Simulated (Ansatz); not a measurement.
Energy needed to pull apart CH$_{3}$Br (SMILES CBr), closed shell, into free ground-state atoms, from the structure below (displaced at random from a GFN2-xTB minimum); no zero-point or spin–orbit terms; open-shell atoms are treated unrestricted, in their ground-state multiplicity.

```
5
angstrom
C -0.0894 0.1186 0.0485
Br 0.9510 -1.1228 -0.8108
H 0.4678 0.9652 0.3744
H -0.5059 -0.3751 0.9385
H -0.8819 0.3664 -0.5816
```

Computed with Ansatz 0.2.0 (basis: def2-TZVPP); correlated methods freeze the cores. Filled d shells of the heavier atoms are correlated. The def2 sets are not built for correlating such inner shells, so the correlated values are less sure here. B3LYP uses VWN-RPA correlation.

```json
{"method": "SPW92", "atomization energy (kJ/mol)": "1804"}
{"method": "PBE-D4", "atomization energy (kJ/mol)": "1612"}
{"method": "r2SCAN-D4", "atomization energy (kJ/mol)": "1594"}
{"method": "PBE0-D4", "atomization energy (kJ/mol)": "?"}
{"method": "B3LYP-D4", "atomization energy (kJ/mol)": "1586"}
{"method": "wB97M-V", "atomization energy (kJ/mol)": "1589"}
{"method": "HF", "atomization energy (kJ/mol)": "1182"}
{"method": "MP2", "atomization energy (kJ/mol)": "1573"}
{"method": "CCSD", "atomization energy (kJ/mol)": "?"}
{"method": "CCSD(T)", "atomization energy (kJ/mol)": "1559"}
```

Question: What does PBE0-D4 give? (Judge from chemistry; the value comes from the calculation.)

Answer: The calculation gives: 1596 kJ/mol, which is about 37 kJ/mol more than CCSD(T)/def2-TZVPP.

Question: What does CCSD give? (Judge from chemistry; the value comes from the calculation.)

Answer: By the calculation: 1540 kJ/mol, which is about 19 kJ/mol less than CCSD(T)/def2-TZVPP.

In triple zeta the MP2 and coupled-cluster atomization energies are still short of their basis limit by a few kcal/mol a bond, whereas those of the functionals are nearly converged, so these differences are not deviations from converged CCSD(T).

T1 diagnostic: at most 0.007.

For scale, one of the runs: CCSD(T)/def2-TZVPP forces, 121 basis functions (an equivalent command: `ansatz run in.yaml --threads 4`). Time: 25 s of wall clock on 4 CPU threads; the host was shared. Peak host memory: 0.87 GiB.
